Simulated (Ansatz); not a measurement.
Ansatz (a quantum-chemistry and plane-wave program) input (B3LYP/6-31G* with LANL2DZ past Ar): The .json file joins the Basis Set Exchange's 6-31G* for atoms up to Ar and LANL2DZ past it.

Ansatz 0.2 input:
```yaml
crystal:
  periodic: [false, false, false]
  atoms:
    - {symbol: Cd, position_ang: [-0.00000000, -0.00000000, -0.31889700]}
    - {symbol: F, position_ang: [0.00000000, 0.00000000, 1.70078700]}
basis:
  gaussian:
    orbitals: 6-31Gs+LANL2DZ.json
hamiltonian:
  xc: {name: B3LYP}
magnetization: {spin_polarized: true, initial_magnetization: 1}
output: {forces: true}
```

Output:

```
Functional definition: B3LYP
integrals: 0.01 GiB planned
388 factors; integrals over basis functions are off by at most 3.8e-4 eV
mean field: 0.11 GiB planned
mean field evaluation 1: about -4020.4759 eV, gradient 3.1e1 eV
mean field evaluation 2: about -3889.9185 eV, gradient 1.6e2 eV
mean field evaluation 4: about -4024.0065 eV, gradient 4.4e0 eV
mean field evaluation 8: about -4024.1332 eV, gradient 2.8e-1 eV
mean field evaluation 16: about -4024.1336 eV, gradient 7.7e-5 eV
mean field -4024.13355086 eV, -147.8841803386 hartree, gradient 7.7e-5 eV, S^2 0.752467; 0 other end points of the search recorded, 0 dependent functions left out
the calculation of the forces begins
reference -4024.13373613 eV, -147.8841871470 hartree; 11, 10 occupied and 22, 23 virtual orbitals, 388 factors
Total energy: -4024.13373613 eV, -147.8841871470 hartree
Atom 0 at    -0.000000    -0.000000    -0.318897 Å, force     0.000000    -0.000000     0.513769 eV/Å
Atom 1 at     0.000000     0.000000     1.700787 Å, force    -0.000000     0.000000    -0.513769 eV/Å
Dipole moment:     0.000000    -0.000000    -0.661762 e Å
```

The geometry given is a B3LYP-D3(BJ)/def2-TZVP minimum.
